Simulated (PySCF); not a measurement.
BH2, SMILES [BH2], multiplicity 2. Geometry optimised at ωB97X-D3(BJ)/def2-TZVPD. The isomer is the one that the SMILES or the coordinates give; other isomers of the formula were not compared.

Computed equilibrium geometry at ωB97X-D3(BJ)/def2-TZVPD (PySCF confirms it by a frequency run) as a Z-matrix, and its point group:
point group C2v.
```
B
H 1 1.1922
H 1 1.1922 2 129.50
```
Charge 0, spin multiplicity 2.
